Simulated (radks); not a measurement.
Q: Coulomb parameter of the 5d shell of neutral rhenium in the model configuration [Xe] 4f14 5d3.5 6s2 6p1.5, as a second difference U = [E(n + 0.5) + E(n - 0.5) - 2 E(n)] / (0.5)^2 with all orbitals relaxed. "Bare": the charge of the atom changes with n. "Screened": the 6p shell takes up the change at fixed total charge, which measures U(5d,5d) + U(6p,6p) - 2 U(5d,6p). Calculated with a radial shooting solver on a logarithmic mesh with Libxc functionals: Dirac Kohn-Sham, PBEsol, spin-unpolarised, spherical densities, point nucleus; open shells are shared between the two j in proportion to 2j + 1. Estimate both.

A: U(bare) = 8.857 eV, U(screened by 6p) = 2.116 eV, against the Slater integral F0(5d,5d) = 13.736 eV with frozen orbitals. The step up makes a negative ion, whose loosely bound charge lowers the bare value.
